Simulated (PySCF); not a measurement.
# Variants of one PySCF input: KB

Base input, run as `OMP_NUM_THREADS=1 python input.py` with PySCF 2.14:

```python
from pyscf import gto, scf, ci

mol = gto.M(
    atom='K 0 0 0; B 0 0 2.76',
    basis='ano-rcc-vdzp',
    charge=0,
    spin=0,
    verbose=4,
)
mf = scf.RHF(mol)
mf = mf.sfx2c1e()
mf.kernel()
ci.CISD(mf, frozen=6).kernel()
mf.dip_moment()
print('orbital energies (hartree):', mf.mo_energy[..., max(0, mol.nelec[1]-3):mol.nelec[0]+3].round(4))
```

Base result: E(SCF) = -625.951801 Eh, 11 cycles, E(CISD) − E(SCF) = -0.24876 Eh, μz(SCF) = -6.46 D. At this level a UHF run with spin=2 ends 1.32 eV lower; the true order of the states can differ. Stability towards an unrestricted solution was not tested. The bond length is a typed value, not an optimised one.

Hardware: Arm Neoverse V2, 1 thread, shared host. Wall time 1.8 s, peak memory 0.13 GiB.

Each row names what differs from the base; energies in brackets are changes from the base.

```tsv
change	result	wall time (s)
geometry: bond 2.76 → bond 2.843	E(SCF) = -625.955488 Eh (-0.1003 eV), 10 cycles, E(CISD) − E(SCF) = -0.24825 Eh, μz(SCF) = -6.60 D	1.7
functional: none (Hartree–Fock) → tpssh; SCF type: RHF → RKS; step after the SCF: cisd → analyze	E(SCF) = -626.914239 Eh, 10 cycles, μz(SCF) = -3.91 D	3.1
level shift (hartree): none → -0.2 [unsound on purpose] [may be another electronic state]	not converged: SCF after 50 cycles	1.9
functional: none (Hartree–Fock) → revtpss; SCF type: RHF → RKS; step after the SCF: cisd → analyze	not converged: SCF after 10 cycles (it failed the final check cycle)	3.1
step after the SCF: cisd → stability	E(SCF) = -625.951801 Eh (+0.0000 eV), 11 cycles, μz(SCF) = -6.46 D, internal stable; real -> complex unstable; RHF/RKS -> UHF/UKS unstable	1.8
basis set: ano-rcc-vdzp → def2-svp; spin-free X2C: on → off	E(SCF) = -623.537163 Eh, 10 cycles, E(CISD) − E(SCF) = -0.13073 Eh, μz(SCF) = -7.87 D	0.77
PCM solvent, dielectric constant: none → 2.27; step after the SCF: cisd → analyze	E(SCF) = -625.960973 Eh (-0.2496 eV), 11 cycles, μz(SCF) = -9.29 D	4.6
basis set: ano-rcc-vdzp → pcseg-1; spin-free X2C: on → off	E(SCF) = -623.544610 Eh, 10 cycles, E(CISD) − E(SCF) = -0.19426 Eh, μz(SCF) = -7.95 D	0.83
basis set: ano-rcc-vdzp → crenbl; core potential: off → on; spin-free X2C: on → off; frozen orbitals: 6 → 0	E(SCF) = -30.407465 Eh, 10 cycles, E(CISD) − E(SCF) = -0.10826 Eh, μz(SCF) = -7.53 D	0.78
basis set: ano-rcc-vdzp → 6-31g*; spin-free X2C: on → off	E(SCF) = -623.596165 Eh, 10 cycles, E(CISD) − E(SCF) = -0.10042 Eh, μz(SCF) = -6.11 D	0.81
functional: none (Hartree–Fock) → wb97x; SCF type: RHF → RKS; step after the SCF: cisd → analyze	E(SCF) = -626.886804 Eh, 11 cycles, μz(SCF) = -5.87 D	10
functional: none (Hartree–Fock) → lc_wpbe; SCF type: RHF → RKS; step after the SCF: cisd → analyze	E(SCF) = -626.711123 Eh, 11 cycles, μz(SCF) = -6.95 D	10
spin (2S): 0 → 2; SCF type: RHF → UHF [a high spin state]	E(SCF) = -626.000245 Eh (-1.3182 eV), E(CISD) − E(SCF) = -0.23148 Eh, ⟨S²⟩ = 2.009, μz(SCF) = -9.38 D	2
Cartesian functions: off → on	E(SCF) = -625.952847 Eh (-0.0285 eV), 11 cycles, E(CISD) − E(SCF) = -0.25261 Eh, μz(SCF) = -6.69 D	1.8
convergence threshold: default → 1e-16	E(SCF) = -625.951801 Eh (+0.0000 eV), 18 cycles, E(CISD) − E(SCF) = -0.24876 Eh, μz(SCF) = -6.46 D	1.8
geometry: bond 2.76 → bond 2.567	E(SCF) = -625.937683 Eh (+0.3842 eV), 11 cycles, E(CISD) − E(SCF) = -0.25043 Eh, μz(SCF) = -6.04 D	1.7
PCM solvent, dielectric constant: none → 78.36; step after the SCF: cisd → analyze	E(SCF) = -625.972743 Eh (-0.5699 eV), 12 cycles, μz(SCF) = -11.50 D	4.8
length unit: angstrom → bohr [unsound on purpose]	E(SCF) = -625.651797 Eh (+8.1635 eV), 10 cycles, E(CISD) − E(SCF) = -0.25449 Eh, μz(SCF) = -8.25 D	1.8
```

Task: Order these changes by how far they move the SCF energy from the base, largest first: (1) PCM solvent, dielectric constant: none → 2.27; step after the SCF: cisd → analyze; (2) PCM solvent, dielectric constant: none → 78.36; step after the SCF: cisd → analyze; (3) geometry: bond 2.76 → bond 2.567; (4) geometry: bond 2.76 → bond 2.843.

Result: (2) -0.5699 eV, (3) +0.3842 eV, (1) -0.2496 eV, (4) -0.1003 eV.
